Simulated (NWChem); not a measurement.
System: CH2ClFO2Si; SMILES C([Si@@](F)(O)Cl)=O

The following NWChem deck was run.

```
start job
memory heap 200 mb stack 900 mb global 1100 mb
geometry units angstroms
  O      2.348012     0.526855    -1.118626
  C      1.710579     0.472058    -0.097261
  Si    -0.183791     0.151673    -0.088882
  O     -0.754217    -0.155911    -1.556373
  F     -0.824068     1.541853     0.422185
  Cl    -0.762493    -1.298994     1.126418
  H      2.225887     0.624626     0.871863
  H     -0.434614     0.264363    -2.352987
end
basis spherical
  * library 6-31g*
end
dft
  xc b3lyp
  iterations 150
end
driver
  maxiter 120
end
task dft optimize
task dft freq
```

The level has its own optimisation; frequencies are unscaled.

**Question.** What results follow from this input? (B3LYP/6-31G* (spherical d).) Quantities: r C–O (Å); r C–Si (Å); r C–H (Å); r O–Si (Å); highest harmonic frequency (cm⁻¹); lowest (cm⁻¹); zero-point energy (kcal/mol); dipole (D).

**Answer.** 
```json
{
  "r C–O (Å)": "1.220",
  "r C–Si (Å)": "1.919",
  "r C–H (Å)": "1.112",
  "r O–Si (Å)": "1.634",
  "highest harmonic frequency (cm⁻¹)": "3705",
  "lowest (cm⁻¹)": "70",
  "zero-point energy (kcal/mol)": "24.0",
  "dipole (D)": "1.57"
}
```
